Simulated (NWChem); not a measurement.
System: HgCl2; SMILES [Cl][Hg][Cl]

Here is an NWChem input.

```
start job
memory heap 200 mb stack 900 mb global 1100 mb
geometry units angstroms noautoz
  Hg     0.000000     0.000000     0.000000
  Cl     0.000000     2.282284     0.000000
  Cl     0.000000    -2.282284     0.000000
end
basis spherical
  Hg library def2-svp
  Cl library def2-svp
end
ecp
  Hg library def2-ecp
end
dft
  xc xcamb88 1.00 lyp 1.0 hfexch 1.00
  cam 0.33 cam_alpha 0.0 cam_beta 1.0
  iterations 150
  mulliken
end
task dft energy
```

Coordinates come from a PBE0/def2-SVP optimisation. def2 effective core potentials on Hg; no spin-orbit coupling.

Question: Give the results of this calculation. (LC-BLYP (range parameter 0.33 per bohr)/def2-SVP with def2 effective core potentials on Hg.) Quantities: energy (Ha); highest occupied level (eV); orbital gap (eV).

Answer: 
```yaml
energy (Ha): -1072.98
highest occupied level (eV): -10.88
orbital gap (eV): 10.50
```
